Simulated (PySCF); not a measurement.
SMILES OB(F)Cl (HBClFO), B3LYP/def2-SVP optimised geometry.

```
5

B     -0.24     0.20     0.00
F      1.09     0.20     0.00
Cl    -1.09     1.74     0.00
O     -0.94    -0.95     0.00
H     -0.38    -1.74     0.00
```

Density from B3LYP/def2-TZVP (PySCF 2.14.0) at that geometry.

Minimum of the electron density along straight lines between bonded atoms, close to the bond critical point (lines longer than 1.1 times the sum of covalent radii, or with two minima, are not listed):

```tsv
bond	length / Å	ρ at the minimum / e bohr⁻³	∇²ρ there / e bohr⁻⁵	position (fraction from the first atom)
B1–F2	1.330	0.203	1.18	0.34
B1–Cl3	1.761	0.155	…	0.30
B1–O4	1.343	0.225	…	0.33
O4–H5	0.968	0.352	…	0.81
```

Problem. Some entries are withheld; supply them.

Solution. 
- B1–Cl3, ∇²ρ there / e bohr⁻⁵: -0.12
- B1–O4, ∇²ρ there / e bohr⁻⁵: 0.93
- O4–H5, ∇²ρ there / e bohr⁻⁵: -2.39
